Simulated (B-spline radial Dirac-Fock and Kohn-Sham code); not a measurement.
**Gd³⁺ 5s: cross section and angular parameters**

System: the Gd³⁺ ion, [Xe] 4f7; threshold 80.83 eV (orbital energy of the model). Calculated with a B-spline atomic structure program, using Dirac-Hartree-Slater photoionisation with a Latter tail; cross sections with all multipoles, angular parameters from the dipole term and its interference with E2.

For linearly polarised light dσ/dΩ = σ/(4π) [1 + β P₂(cos θ) + (δ + γ cos²θ) sin θ cos φ], with θ from the polarisation vector and φ the angle between the beam and the projection of the electron momentum on the plane normal to the polarisation.

```tsv
hν (eV)	σ (kb)	β	γ
95.1	110	1.671	-0.059
95.6	111	1.676	-0.059
100	116	1.717	-0.012
112	109	1.764	0.059
139	97.6	1.831	0.147
150	92.4	1.847	0.176
187	75.7	1.881	0.247
197	71.7	1.887	0.258
224	62.2	1.899	0.287
234	59.1	1.903	0.298
317	40.0	1.921	0.342
924	8.61	1.957	0.325
1000	7.60	1.958	0.311
1040	7.14	1.959	0.303
1253.6	5.28	1.962	0.260
1330	4.79	1.963	0.244
1440	4.20	1.964	0.221
1460	4.10	1.964	0.217
1486.9	3.98	1.964	0.211
1810	2.85	1.967	0.149
2000	2.40	1.968	0.115
2560	1.55	1.971	0.029
2990	1.17	1.972	-0.022
4000	0.684	1.974	-0.099
4480	?	?	?
6000	0.316	1.976	-0.128
6940	0.238	1.976	-0.105
7610	0.198	1.977	-0.079
```

**Question.** Give the values at 4480 eV.

**Answer.** σ = 0.552 kb, β = 1.975, γ = -0.118. For an s subshell δ is negligible.
